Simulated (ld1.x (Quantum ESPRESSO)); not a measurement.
**Varying the ultrasoft potential for V (Z = 23)**

Base potential:

vanadium (V), ultrasoft, made with ld1.x (Quantum ESPRESSO) 7.5 (PBE, non-relativistic). Core [Ne], reference 3s2 3p6 3d3 4s1 4p1. Waves: 3s (bound): rcut 1.25, rcutus 1.60 bohr; 4s (bound): rcut 1.25, rcutus 1.60 bohr; 3p (bound): rcut 1.40, rcutus 1.80 bohr; 4p (bound): rcut 1.40, rcutus 1.80 bohr; 3d (bound): rcut 1.25, rcutus 1.65 bohr; 3d channel at 1.95 Ry: rcut 1.25, rcutus 1.65 bohr. Local part: all-electron potential smoothed inside 1.25 bohr (lloc = -1). Core correction: Bessel-smoothed model core inside 1.15 bohr. Augmentation charge: PSQ, radius 1.40 bohr.

All-electron outer shells of the reference configuration (PBE, non-relativistic, ld1.x):

```
shell  level (eV)  outermost node (bohr)  outermost maximum (bohr)
   2p     -503.33                      –                      0.21
   3s      -70.56                   0.38                      0.83
   3p      -45.30                   0.35                      0.85
   3d       -6.66                      –                      0.88
   4s       -5.46                   1.18                      2.76
   4p       -2.10                   1.30                      3.59
```

Cutoffs, loose and tight: the cutoffs (Ry, on a coarse ladder) from which the occupation-weighted sum of valence levels, in a spherical-Bessel basis at the reference potential, stays within 10 and 1 mRy of its value at 400 Ry. They do not see the model core or the augmentation charge, which bear on the density cutoff. Test errors are all-electron minus pseudo excitation energies from the reference, over the configurations 3s2 3p6 3d3 4s2 4p0; 3s2 3p6 3d3 4s1 4p0; 3s2 3p6 3d3 4s0 4p0; 3s2 3p6 3d2 4s0 4p0; 3s2 3p6 3d2 4s2 4p1; 3s2 3p5 3d3 4s2 4p0; 3s2 3p6 3d3 4s0 4p1. A dash means not determined; rows that change the core or the reference have their own tests. The largest error is taken over the tests solved by every variant that gives reliable tests at all: 3s2 3p6 3d3 4s0 4p0; 3s2 3p6 3d3 4s1 4p0; 3s2 3p6 3d3 4s2 4p0.

Cutoffs are not given where the Bessel-basis levels miss the radial ones by over 6 mRy, ghosts where they miss by over 20 mRy; a channel whose overlap is not positive is not tested.

A file whose overlap is not positive is unfit for use, and its test errors describe a broken file.

| change | outcome | cutoff, loose | cutoff, tight | bound ghosts | largest test error (meV) |
| --- | --- | --- | --- | --- | --- |
| base | generated, overlap not positive | – | – | not determined (overlap not positive) | -132 |
| local potential all-electron potential smoothed inside 0.80 bohr (lloc = -1) | generated, overlap not positive | – | – | not determined (overlap not positive) | test run stopped at test 1 of 7 (negative rho) |
| local potential all-electron potential smoothed inside 0.92 bohr (lloc = -1) | generated, overlap not positive | – | – | not determined (overlap not positive) | test run stopped at test 1 of 7 (negative rho) |
| local potential all-electron potential smoothed inside 1.12 bohr (lloc = -1) | generated, overlap not positive | – | – | not determined (overlap not positive) | test run stopped at test 1 of 7 (negative rho) |
| local potential all-electron potential smoothed inside 1.36 bohr (lloc = -1) | generated, overlap not positive | – | – | not determined (overlap not positive) | -48 |
| local potential all-electron potential smoothed inside 1.60 bohr (lloc = -1) | generated | 40 Ry | 70 Ry | none | -41 |
| local potential all-electron potential smoothed inside 1.82 bohr (lloc = -1) | generated, overlap not positive | – | – | not determined (overlap not positive) | -31 |
| local potential all-electron potential smoothed inside 2.04 bohr (lloc = -1) | generated | 40 Ry | 70 Ry | none | -41 |
